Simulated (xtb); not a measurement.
CCl3, SMILES Cl[C+](Cl)Cl, charge +1. All values are semi-empirical tight-binding results from xtb (GFN2-xTB unless named), good for trends rather than for accurate numbers. Geometry: GFN2-xTB.

```yaml
point_group_as_xtb_finds_it: D3h
orbital_gap: 2.68 eV
zero_point_energy: 4.5 kcal/mol
G − E(el) at 298.15 K (modified RRHO): -12.7 kcal/mol
static polarisability (D4 model): 51.9 bohr³
solvation energy, GFN2-xTB/ALPB(water): -54.2 kcal/mol
solvation energy, GFN2-xTB/ALPB(acetone): -48.6 kcal/mol
```
